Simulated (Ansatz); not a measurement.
A run of Ansatz (development build ahead of 0.2.0) on quartet N at this shape:

A single N atom.

Its results:

```yaml
Converged: yes
Reference_energy: -54.39736 hartree
CCSD_correlation_energy: -0.11490 hartree
Triples_correction: -0.00232 hartree
Total_energy: -54.51457 hartree
Spin_squared_of_the_determinant: 3.750
```

(1) Which input gives this output? Name the method, the orbitals and the basis set, and write the input.

## Answers

(1) ROHF-CCSD(T) in cc-pVTZ.

```yaml
crystal:
  periodic: [false, false, false]
  atoms:
    - { symbol: "N", position_ang: [0.0, 0.0, 0.0] }
basis:
  gaussian: { orbitals: cc-pVTZ }
magnetization:
  initial_magnetization: 3
hamiltonian:
  xc: hf
correlation:
  method: ccsd_t
  frozen_orbitals: { "N": 1 }
```
